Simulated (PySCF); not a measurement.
**Cost of excited-state runs on SMILES CCC1=CC(=O)[C@@H]1F, C₆H₇FO**

Molfile (atoms numbered from 1):
```
C6H7FO
     RDKit          3D

 15 15  0  0  0  0  0  0  0  0999 V2000
    2.0232   -0.3431   -0.1199 C   0  0  0  0  0  0  0  0  0  0  0  0
    1.0009    0.3971    0.7494 C   0  0  0  0  0  0  0  0  0  0  0  0
   -0.3451    0.3359    0.1484 C   0  0  0  0  0  0  0  0  0  0  0  0
   -1.2355    1.2284   -0.3334 C   0  0  0  0  0  0  0  0  0  0  0  0
   -2.2541    0.2057   -0.5961 C   0  0  0  0  0  0  0  0  0  0  0  0
   -3.3925    0.1639   -0.9525 O   0  0  0  0  0  0  0  0  0  0  0  0
   -1.2238   -0.8711   -0.1323 C   0  0  2  0  0  0  0  0  0  0  0  0
   -1.5745   -1.6131    0.9685 F   0  0  0  0  0  0  0  0  0  0  0  0
    1.7546   -1.3916   -0.2188 H   0  0  0  0  0  0  0  0  0  0  0  0
    3.0075   -0.2804    0.3356 H   0  0  0  0  0  0  0  0  0  0  0  0
    2.0709    0.1014   -1.1113 H   0  0  0  0  0  0  0  0  0  0  0  0
    1.2993    1.4387    0.8809 H   0  0  0  0  0  0  0  0  0  0  0  0
    0.9611   -0.0839    1.7311 H   0  0  0  0  0  0  0  0  0  0  0  0
   -1.2158    2.2931   -0.4739 H   0  0  0  0  0  0  0  0  0  0  0  0
   -0.8806   -1.5731   -0.8976 H   0  0  0  0  0  0  0  0  0  0  0  0
  1  2  1  0
  2  3  1  0
  3  4  2  0
  4  5  1  0
  5  6  2  0
  5  7  1  0
  7  8  1  0
  7  3  1  0
  1  9  1  0
  1 10  1  0
  1 11  1  0
  2 12  1  0
  2 13  1  0
  4 14  1  0
  7 15  1  6
M  END
```

PySCF with density fitting, on 1 thread of an AMD EPYC, shared host. Command: `OMP_NUM_THREADS=1 python excited_run.py task.json out`

Question: How long does each of these runs take, and how much memory?
- open-shell absorption, BHandHLYP/def2-SVP; 8 states; spin flip; reference multiplicity 3
- open-shell absorption, wB97X-D/def2-SVP; spin flip; reference multiplicity 3; 2 states; Tamm-Dancoff

Answer: 
| run | level | basis functions | wall time | peak memory (GiB) |
| --- | --- | --- | --- | --- |
| open-shell absorption | BHandHLYP/def2-SVP | 147 | 54 s | 0.56 |
| open-shell absorption | wB97X-D/def2-SVP | 147 | 71 s | 0.6 |

Times from a shared host are rough.
